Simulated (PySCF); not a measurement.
Molecule: `[SiH3]N(B(C)C)[SiH3]`, C2H12BNSi2.

Bonds (- single, = double, # triple, : aromatic): C1-B2, B2-C3, B2-N4, N4-Si5, N4-Si6. C1 carries H7, H8, H9; C3 carries H10, H11, H12; Si5 carries H13, H14, H15; Si6 carries H16, H17, H18.

Frames of a GFN2-xTB Langevin trajectory at 600 K; GIAO PBE0/pcSseg-1 shieldings in PySCF 2.14, gas phase, non-relativistic; equivalent atoms averaged within each frame.

δ = σ(ref) − σ, references computed at the same level: TMS for ¹³C (σref 186.93) and ²⁹Si (σref 349.16) and ¹H (σref 31.72); ¹¹B (σref 100.07) vs BF3·OEt2; ¹⁵N (σref 267.73) vs NH3. The references are static minima.

How do the shifts (ppm) fluctuate along the trajectory?

Answers


| time (fs) | C1/C3 | B2 | N4 | Si5/Si6 | H13/H14/H15/H16/H17/H18 | H7/H8/H9/H10/H11/H12 |
| --- | --- | --- | --- | --- | --- | --- |
| 250 | 12.2 | 52.3 | 88.1 | -52.8 | 4.54 | 0.86 |
| 425 | 15.8 | 59.9 | 81.4 | -47.5 | 4.83 | 0.84 |
| 625 | 15.6 | 56.5 | 100.5 | -56.7 | 5.02 | 1.10 |
| 800 | 12.8 | 50.6 | 121.9 | -42.7 | 5.38 | 1.09 |
| 1000 | 12.5 | 53.8 | 62.2 | -59.2 | 4.44 | 0.80 |
| mean of frames | 13.8 | 54.6 | 90.8 | -51.8 | 4.84 | 0.94 |
| standard deviation | 1.8 | 3.6 | 22.2 | 6.7 | 0.38 | 0.14 |

5 frames give an uncertainty of the mean of about the standard deviation over 2.2 at best, since frames this close in time may not be independent; classical motion lacks zero-point vibration, and the reference would need the same averaging.
